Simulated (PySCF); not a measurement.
[Nb(NH3)4]3+: Nb(III) (d2), charge +3. The structure is a model geometry with rigid ligands and bond lengths from ionic radii, not a minimum; coordination tetrahedral, point group Td, metal–donor distances 2.03 Å.

The d shell alone is too small an active space for [Nb(NH3)4]3+ (an active orbital has only 0.64 squared overlap with the free ion's shell): its levels, fitted parameters, g values and moments show what this model gives and aren't sound predictions.

```
17

Nb    0.000    0.000    0.000
N     1.172    1.172    1.172
H     1.013    1.013    2.167
H     2.167    1.013    1.013
H     1.013    2.167    1.013
N    -1.172   -1.172    1.172
H    -1.013   -1.013    2.167
H    -2.167   -1.013    1.013
H    -1.013   -2.167    1.013
N    -1.172    1.172   -1.172
H    -1.013    1.013   -2.167
H    -2.167    1.013   -1.013
H    -1.013    2.167   -1.013
N     1.172   -1.172   -1.172
H     1.013   -1.013   -2.167
H     2.167   -1.013   -1.013
H     1.013   -2.167   -1.013
```

Method (PySCF 2.14, density fitting): CASSCF(2,5) with orbitals averaged over all microstates of the shell, strongly contracted NEVPT2 on the averaged canonical orbitals; basis x2c-TZVPall on the metal, x2c-SVPall elsewhere; spin-free X2C; gas phase; spin-orbit coupling by state interaction with the mean-field operator over all roots.

(1) Which term lies lowest, and with what spin?

(2) Where do the spin-allowed transitions within the shell lie?

(3) Which is the lowest state of another spin?

(4) Give the fitted ligand-field and repulsion parameters.

(5) What magnetic behaviour follows?

The geometry is a model, and the complex may not exist in this form. NEVPT2 on the d shell alone tends to put d–d bands too high for such charged or covalently bound ions.

The job took 16 s on one thread of Arm Neoverse V1 (shared host), with 179 basis functions, launched as `OMP_NUM_THREADS=1 python lf_run.py task.json out`.

Answers

(1) 3A2 (S = 1, orbital degeneracy 1), with 2.0 electrons in the lower (e-type) set and 0.0 in the upper (t2-type) set, by NEVPT2.

(2) By NEVPT2: 3T2 at 15192 cm⁻¹ (658 nm); 3T1 at 19033 cm⁻¹ (525 nm); 3T1 at 30744 cm⁻¹ (325 nm). The strongest, at 19033 cm⁻¹, has f = 1.8e-02.

(3) 1E at 8447 cm⁻¹ by NEVPT2; CASSCF alone puts it at 10359 cm⁻¹ above the same ground state.

(4) At CASSCF level (the NEVPT2 levels don't fit a ligand-field model well): orbital energies 0, 0, 13906, 13906, 13906 cm⁻¹; 10Dq = 13906 cm⁻¹; B = 463 cm⁻¹; C = 2705 cm⁻¹; B over its free-ion value at the same level 0.604; the fit misses the states by 1441 cm⁻¹ rms, so splittings below that are unsure; ζ = 378 cm⁻¹ (free ion 631), lowered by covalency.

(5) The ground multiplet follows a spin Hamiltonian with S = 1, g = 1.913, 1.913, 1.913, D = 0 (spin-orbit part alone); the lowest levels hold 100 % of the spin-free ground state. μeff is 2.73 μB at 300 K and 2.71 μB at 10 K; the spin-only value is 2.83 μB.
